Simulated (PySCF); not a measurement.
**Computed properties of Be(F)(NH2) (BeFH₂N), SMILES [NH2][Be][F]**

Be(F)(NH2) (BeFH2N), SMILES [NH2][Be][F]. Geometry: TPSSh-D3(BJ)/def2-TZVP. The values are those of a single conformer. All values are computed for the isolated molecule unless a solvent is named; none is compared with measurement here.

**Structure.** The optimised structure has C2v symmetry. All 9 harmonic modes at TPSSh-D3(BJ)/def2-TZVP (PySCF) are real, so it is a minimum. With heavy atoms numbered as in [Be:1]([F:2])[NH2:3], the shortest bond between them is Be1–F2 at 1.393 Å and the longest Be1–N3 at 1.509 Å.

**Vibrations.** The strongest infrared lines (harmonic, unscaled, degenerate partners summed) lie at 1469 cm⁻¹ (292 km/mol, Be 76 %, F 11 %, H 9 %), 309 cm⁻¹ (175 km/mol, H 81 %, N 19 %), 1586 cm⁻¹ (128 km/mol, H 83 %, N 13 %). The softest mode is at 254 cm⁻¹ and the zero-point energy is 18.0 kcal/mol.

**Electronic structure.** M06-2X/def2-TZVPD (PySCF) places the frontier levels at -9.01 and -0.29 eV, a gap of 8.72 eV, and gives a dipole moment of 2.13 D and a mean polarisability of 23.4 bohr³.

**Excitations.** TDDFT-CAM-B3LYP/def2-TZVPD (PySCF) has S1 at 5.75 eV (216 nm, f = 0.074, bright); the most intense of the 10 singlets computed lies at 9.09 eV (f = 0.16). T1 (TDA) is at 5.37 eV. No vertical singlet excitation falls in the visible range (under 3.1 eV).

**NMR.** GIAO shifts at PBE0/pcSseg-2 (PySCF) (non-relativistic, atoms alike by connectivity averaged): ¹H at 0.4 ppm against TMS; ¹⁹F at -203.2 ppm against CFCl3.
